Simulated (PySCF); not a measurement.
All of these have the formula C5H10OSi. Method used: PySCF, TDDFT CAM-B3LYP/def2-SVPD, vertical, gas phase, core orbitals frozen in the response. Geometries: GFN2-xTB; one conformer of each isolated species. Triplets are in the Tamm–Dancoff approximation.

A. `C[SiH](C)/C=C\C=O`
B. `C(=C/C=C\O[SiH3])/C`
C. `C=C(O[SiH3])C1CC1`
D. `C#CCC[Si@H](C)O`

Lowest singlet levels (six at most, fewer where fewer were computed) with oscillator strengths:

1. 6.58 eV (f 0.000); 6.86 eV (f 0.002); 6.94 eV (f 0.002); 7.45 eV (f 0.039); 7.64 eV (f 0.023); 7.77 eV (f 0.026); T1 5.51 eV
2. 6.18 eV (f 0.012); 6.50 eV (f 0.188); 6.82 eV (f 0.017); 7.11 eV (f 0.000); 7.18 eV (f 0.013); 7.34 eV (f 0.001); T1 4.21 eV
3. 5.40 eV (f 0.870); 5.53 eV (f 0.002); 6.28 eV (f 0.001); 6.29 eV (f 0.013); 6.65 eV (f 0.007); 6.92 eV (f 0.008); T1 3.04 eV
4. 3.71 eV (f 0.000); 5.23 eV (f 0.002); 5.44 eV (f 0.150); 5.86 eV (f 0.033); 6.33 eV (f 0.046); 7.43 eV (f 0.006); T1 3.24 eV

Problem. Match each spectrum to its molecule.

Solution. 1 = D, 2 = C, 3 = B, 4 = A.
- A: S1 at 3.71 eV, HOMO→LUMO (78%), HOMO-2→LUMO (10%); Löwdin shares by element: HOMO oxygen 36%, carbon 23% or more, silicon 11% (atoms not listed hold the other 30%); LUMO carbon 65% or more, oxygen 19% (atoms not listed hold the other 16%); HOMO -9.01 and LUMO -1.18 eV.
- B: S1 at 5.40 eV, HOMO→LUMO (98%); Löwdin shares by element: HOMO carbon 74% or more (atoms not listed hold the other 26%); LUMO carbon 71% or more (atoms not listed hold the other 29%); HOMO -7.19 and LUMO 0.61 eV; point group Cs.
- C: S1 at 6.18 eV, HOMO→LUMO (92%); Löwdin shares by element: HOMO carbon 66% or more, oxygen 14% (atoms not listed hold the other 20%); LUMO silicon 35%, hydrogen 31% or more (atoms not listed hold the other 34%); HOMO -7.89 and LUMO 1.18 eV; point group Cs, 1 of its 6 listed states under f = 0.0005.
- D: S1 at 6.58 eV, HOMO-1→LUMO+1 (30%), HOMO-2→LUMO+1 (14%), HOMO-1→LUMO+2 (10%); Löwdin shares by element: HOMO carbon 46% or more, oxygen 14% (atoms not listed hold the other 40%); LUMO carbon 32% or more, silicon 12% (atoms not listed hold the other 55%); HOMO -9.23 and LUMO 1.04 eV.
